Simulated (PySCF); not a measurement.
PySCF input file for CH4N, SMILES C[NH], multiplicity 2, PBE0/pcH-1. Geometry optimised at B3LYP-D3(BJ)/def2-TZVP. The isomer is the one that the SMILES or the coordinates give; other isomers of the formula were not compared.

```python
import numpy as np
from pyscf import gto, scf, dft
from pyscf.prop.hfc import uks as hfc
from pyscf.prop.gtensor import uks as gtensor

mol = gto.M(
    atom='''
    C    -0.01232813   -0.62662909   -0.00000000
    N     0.15295724    0.80066332    0.00000000
    H    -0.58358490   -0.96604858    0.87744548
    H     0.95697207   -1.12563767    0.00000000
    H    -0.58358490   -0.96604858   -0.87744547
    H    -0.78653418    1.21286613   -0.00000000
    ''',
    basis='pcH-1',
    charge=0,
    spin=1,
    max_memory=1600,
    verbose=3,
)
mf = dft.UKS(mol, xc='pbe0')
mf.grids.level = 3
mf.conv_tol = 1e-10
mf.max_cycle = 100
mf.kernel()
fine, coarse = mf.grids, dft.Grids(mol).set(level=1).build(with_non0tab=True)
for _ in range(3):  # follow internal instabilities
    mf.grids = coarse
    mo, _, stable, _ = mf.stability(return_status=True, nroots=4)
    mf.grids = fine
    if stable:
        break
    mf.kernel(mf.make_rdm1(mo, mf.mo_occ))
A = hfc.HFC(mf).make_fcdip(mf.make_rdm1())  # Fermi contact and dipolar terms, MHz
print('atom   A(iso)/MHz   principal dipolar parts/MHz')
for i, a in enumerate(A):
    w = np.linalg.eigvalsh((a + a.T) / 2)
    print(f'{mol.atom_symbol(i):2s}{i + 1:3d} {w.mean():12.2f}', (w - w.mean()).round(2))
gt = gtensor.GTensor(mf)
gt.dia_soc2e, gt.para_soc2e, gt.so_eff_charge = None, None, True
gt.max_cycle_cphf = 60
g = gt.kernel()
```

Program output:

```

WARN: HOMO -0.23344482358867 >= LUMO -0.233444823588668

converged SCF energy = -95.0806762840138  <S^2> = 0.75376211  2S+1 = 2.0037586
<class 'pyscf.dft.uks.UKS'> wavefunction is stable in the internal stability analysis
atom   A(iso)/MHz   principal dipolar parts/MHz
C   1       -36.97 [-4.07  0.5   3.57]
N   2        29.97 [-44.88 -43.14  88.02]
H   3       133.85 [-6.43 -4.19 10.62]
H   4        -0.42 [-5.64 -5.01 10.65]
H   5       133.85 [-6.43 -4.19 10.62]
H   6       -63.23 [-52.49  -9.73  62.22]
SOC(1e)/OZ [1.72255153e-03 5.60067128e-03 5.96897404e-06]
free electron g 2.00231930436182
g-tensor total [2.00393118 2.00779611 2.0021623 ]
g-shift (ppt) [ 1.61187467  5.47680618 -0.15700759]
```

The run converged.

Cost: very roughly 30 core-seconds.
